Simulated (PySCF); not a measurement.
## Adding and removing an electron: TaBr

BLYP; PySCF, scalar-relativistic core potentials, basis sets Ta def2-TZVPPD with ECP60, Br def2-TZVPPD. Neutral (UKS): quintet (σ ↑, π ↑, δ ↑↑), Re = 2.480 Å, ωe = 235 cm⁻¹, HOMO -3.78 eV, LUMO -3.44 eV.

TaBr⁺ (UKS): quartet (σ ↑, δ ↑↑), Re = 2.343 Å, ωe = 304 cm⁻¹. The energies at the minima are -2631.08935 hartree for TaBr and -2630.84165 for TaBr⁺.

(1) Work out the adiabatic ionisation energy, without and with harmonic zero-point energies (1 hartree = 27.2114 eV, 1 eV = 8065.5 cm⁻¹), and the change of the bond length.

De is left out where the level can put another filling of the metal’s s and d shells below the measured ground configuration, by anything from nothing to about 1 eV. These are scalar-relativistic numbers at best; spin–orbit coupling would shift them, the dissociation energy most. With d or f electrons several states lie close, and the lowest PBE0 determinant need not be the measured ground state.

Results:

(1) At BLYP: 0.24770 hartree = 6.740 eV between the minima; the zero-point term (304.0 − 235.0)/2 cm⁻¹ = +0.004 eV makes it 6.745 eV. Re changes by -13.7 pm against the neutral. The electron leaves a π orbital, and the shorter bond of the ion fits an antibonding orbital, or a change in how ionic the bond is.
